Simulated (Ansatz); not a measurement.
`C[SiH](C)[SiH2]F` → `C[SiH2]C` + `F[SiH]` at 500 K and 1 bar (silylene formation by 1,1-elimination).

Calculated with Ansatz (gas phase, PBE0-D4/def2-TZVP geometries, no zero-point term in ΔE). CCSD(T)/CBS is the MP2 limit (def2-TZVPP, def2-QZVPP) plus CCSD(T) − MP2 in def2-TZVPP, frozen cores. This one scheme is used for every species. Each species was taken in one conformer, which may not be the lowest.

```json
{"species": "`C[SiH](C)[SiH2]F`", "CCSD(T)/CBS energy (Eh)": "-759.55313", "H − E (kJ/mol)": "328.6", "S (J/(mol·K))": "472.8"}
{"species": "`C[SiH2]C`", "CCSD(T)/CBS energy (Eh)": "-370.01595", "H − E (kJ/mol)": "276.5", "S (J/(mol·K))": "354.4"}
{"species": "`F[SiH]`", "CCSD(T)/CBS energy (Eh)": "-389.46371", "H − E (kJ/mol)": "40.7", "S (J/(mol·K))": "260.3"}
```

H − E and S are ideal-gas, rigid-rotor, harmonic terms from PBE0-D4/def2-TZVP, for one conformer and one mirror image of each species. 1 Eh = 2625.50 kJ/mol, R = 8.31446 J/(mol·K).

Problem. By hand: ΔE, ΔH, ΔS and ΔG.

Solution. ΔE = (-370.01595) + (-389.46371) − (-759.55313) = 0.07347 Eh = 192.9 kJ/mol. Δ(H − E) = 276.5 + 40.7 − 328.6 = -11.4, so ΔH = 181.5 kJ/mol. ΔS = 354.4 + 260.3 − 472.8 = 141.9 J/(mol·K). ΔG = 181.5 − 500 × (141.9)/1000 = 110.5 kJ/mol.

Problem. By hand: the equilibrium constant, and the temperature at which ΔG would vanish if ΔH and ΔS stayed fixed.

Solution. log₁₀ K = −ΔG/(RT ln 10) = -11.5. ΔG = 0 at ΔH/ΔS = 1279 K.

The number of gas molecules changes by +1, which sets the sign of ΔS. A doubt of 5 kJ/mol in ΔE shifts log₁₀ K by 0.5 here. Other conformers and mirror images would add mixing entropy, several J/(mol·K) or more a flexible species. Modes under 60 cm⁻¹, often nearly free rotors, make the harmonic entropy too high. These are equilibria of isolated gas molecules and say nothing of rates. Largest T1 diagnostic: 0.015 (customary marks: 0.02 for closed shells, 0.045 for open ones).
